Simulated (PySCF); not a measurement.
AlF₂HS, SMILES [F][Al]([F])[SH]. Atoms are numbered in the order given.

```xyz
5

Al    -0.0039    -0.4535     0.0000
F     -1.3880    -1.3580     0.0000
F      1.4618    -1.2232     0.0000
S     -0.1155     1.7061     0.0000
H      1.2343     1.8291     0.0000
```
Charge 0, spin multiplicity 1.

Geometry optimised at B3LYP-D3(BJ)/def2-SVP. The values are those of a single conformer.

These are HF/def2-TZVPD run with PySCF values and carry that method's errors.

Computed frontier levels, gap, dipole moment and polarisability:
```json
{
 "highest_occupied_level": "-11.17 eV",
 "lowest_empty_level": "0.67 eV",
 "orbital_gap": "11.84 eV",
 "dipole_moment": "1.37 D",
 "quadrupole, principal values (traceless, Buckingham form, about the centre of nuclear charge)": "-6.34, -0.73, 7.07 D·Å",
 "mean_static_polarisability": "39.3 bohr³ (5.82 Å³)",
 "polarisability_principal_values": "35.9, 37.1, 44.8 bohr³"
}
```
